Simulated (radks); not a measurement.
Removal energies from the thulium ion Tm4+, [Xe] 4f11, by Delta-SCF beside the eigenvalue of the level emptied. Calculated with a radial shooting solver on a logarithmic mesh with Libxc functionals: scalar-relativistic Kohn-Sham, LDA (Slater exchange, Perdew-Wang correlation), spin-polarised, spherical densities, finite nucleus; Fermi nuclear charge, rms radius of each element as measured or else 0.836 A^(1/3) + 0.57 fm. Open shells are filled with parallel spins first.

removed from     final configuration  Delta-SCF (eV)  -eigenvalue (eV)
4f                         [Xe] 4f10          66.924            55.719
5p            [Kr] 4d10 4f11 5s2 5p5          79.884            72.360
5s            [Kr] 4d10 4f11 5s1 5p6          109.38            101.05
4d             [Kr] 4d9 4f11 5s2 5p6          237.89            225.72
